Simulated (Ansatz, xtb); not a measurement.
# Ligand exchange: InH2F + MgH(NH2) → InH2(NH2) + MgHF

Gas-phase species: InH2F `[F][InH2]`, singlet; MgH(NH2), singlet; InH2(NH2), singlet; MgHF `[F][MgH]`, singlet. The partners trade F for NH2: In–F and Mg–NH2 bonds give way to In–NH2 and Mg–F.

Shapes, held fixed at every level: PBE0-D4/def2-TZVP. Programs: Ansatz 0.2.0, xtb 6.7.1. The zero-point and thermal change to 298 K, harmonic and unscaled (PBE0-D4/def2-TZVP), is +2.9 kJ/mol.

(1) Estimate ΔH(298 K) of this reaction.

## Answers

(1) The highest level, CCSD(T)/def2-TZVPP, gives ΔH(298 K) = -67.7 kJ/mol; the levels span -91.8 to -62.4. The column of differences is taken from that level and isn't an error. No measured value is set beside it here. For atoms past krypton def2 sets carry core potentials with scalar relativity. Outer-core shells of In, Mg are correlated, in sets that cover them unevenly. Sets without diffuse functions underbind ionic bonds of s-block metals. Times are processor times on shared x86 and Arm servers, and rough.

```csv
level,kind,ΔH(298 K) (kJ/mol),less CCSD(T)/def2-TZVPP,CPU time (sum over the molecules)
GFN0-xTB,semi-empirical,-91.8,-24.1,0.13 s
PBE-D4/def2-TZVPP,GGA,-62.4,+5.3,7.5 s
B3LYP-D4/def2-TZVPP,global hybrid,-63.0,+4.7,8.8 s
r2SCAN0-D4/def2-TZVPP,global hybrid,-64.3,+3.4,11 s
wB97M-V/def2-TZVPP,range-separated hybrid,-64.1,+3.6,25 s
wB97X-V/def2-TZVPP,range-separated hybrid,-63.6,+4.1,20 s
B2PLYP/def2-TZVPP,double hybrid,-65.1,+2.6,12 s
MP2/def2-SVP,perturbation theory,-76.3,-8.6,–
CCSD(T)/def2-TZVPP,coupled cluster or CI,-67.7,0.0,–
```
